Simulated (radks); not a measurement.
Task: The holmium ion Ho+, 66 electrons, occupied as [Xe] 4f10 6s2 (not the ground configuration). Method: scalar-relativistic Kohn-Sham, r2SCAN, spin-polarised, spherical densities, finite nucleus; open shells are filled with parallel spins first (spin-orbit coupling, left out, can overturn this in heavy ions); meta-GGA in the generalised Kohn-Sham scheme; Fermi nuclear charge, rms radius 5.2022 fm; computed with a radial shooting solver on a logarithmic mesh with Libxc functionals. Some entries of the table are withheld. Estimate them.

orbital  occ.  eigenvalue (eV)  r(max) (bohr)
1s up       1        -55583.54        0.01311
1s down     1        -55583.53        0.01311
2s up       1        -9333.401        0.07458
2s down     1        -9333.398        0.07458
2p up       3        -8267.191        0.06061
2p down     3        -8267.178        0.06061
3s up       1        -2107.161         0.2110
3s down     1        -2104.934         0.2110
3p up       3        -1779.687         0.2076
3p down     3        -1777.458         0.2075
3d up       5        -1363.666         0.1699
3d down     5        -1361.950         0.1697
4s up       1        -435.8283         0.4838
4s down     1        -431.0049         0.4837
4p up       3        -327.4144         0.5053
4p down     3        -322.6164         0.5051
4d up       5        -180.3133         0.5227
4d down     5        -175.5274         0.5225
5s up       1         -65.8111          1.122
5s down     1         -63.7326          1.133
5p up       3         -39.4704          1.270
5p down     3         -38.0755          1.285
4f up       7         -20.0633         0.5197
4f down     3         -15.7683         0.5217
6s up       1         -10.7357            (1)
6s down     1         -10.4981            (2)

Result: 
(1) 6s up r(max) (bohr): 3.040
(2) 6s down r(max) (bohr): 3.094
